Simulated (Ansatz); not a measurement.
Relaxation of H₇NO₂Si₂ (12 atoms, charge 0, multiplicity 1), to a largest force component of 0.02 eV/Å in at most 40 steps.

Computed with Ansatz, RKS PBE-D4/6-31G.

```xyz
12
Properties=species:S:1:pos:R:3
Si 0.000 0.000 0.000
N 0.000 0.000 1.820
H -0.877 -0.271 2.350
H 0.877 0.271 2.350
O 1.584 0.000 -0.559
H 1.901 -0.952 -0.676
O -0.791 1.371 -0.559
Si -2.400 1.426 -1.040
H -3.212 0.642 -0.114
H -2.862 2.811 -1.038
H -2.527 0.874 -2.385
H -0.688 -1.191 -0.486
```

Where does it end, and by what steps?

It converged. Limits of this set-up: no polarisation functions. After 20 steps the energy has fallen by 0.816 eV; O7 moved furthest, 1.56 Å.

```csv
step,energy less start (eV),largest force component (eV/Å),accepted
0,0.0000,3.098,yes
1,-0.4478,1.506,yes
2,-0.5852,0.275,yes
3,-0.6277,0.156,yes
4,-0.6498,0.599,yes
5,-0.7067,0.167,yes
6,-0.7272,0.191,yes
7,-0.7354,0.266,yes
8,-0.7441,0.507,yes
9,-0.7673,0.132,yes
10,-0.7769,0.265,yes
11,-0.7862,0.187,yes
12,-0.7929,0.182,yes
13,-0.8013,0.275,yes
14,-0.8068,0.170,yes
15,-0.8099,0.166,yes
16,-0.8128,0.119,yes
17,-0.8153,0.032,yes
18,-0.8159,0.028,yes
19,-0.8162,0.024,yes
20,-0.8163,0.013,yes
```

```xyz
12
Properties=species:S:1:pos:R:3
Si -0.287 -0.465 0.300
N 0.323 -0.108 1.905
H 0.304 -0.811 2.640
H 0.530 0.833 2.230
O 0.744 0.228 -0.921
H 1.719 0.183 -0.822
O -1.785 0.249 -0.109
Si -2.376 1.444 -1.217
H -3.850 1.609 -0.914
H -1.678 2.779 -1.026
H -2.203 1.003 -2.657
H -0.437 -1.965 0.254
```

Whether the end is a true minimum wasn't checked by a vibrational analysis.

The run took 77 s on 1 thread of Arm Neoverse V2, with other jobs on the host, peak memory 0.14 GiB.
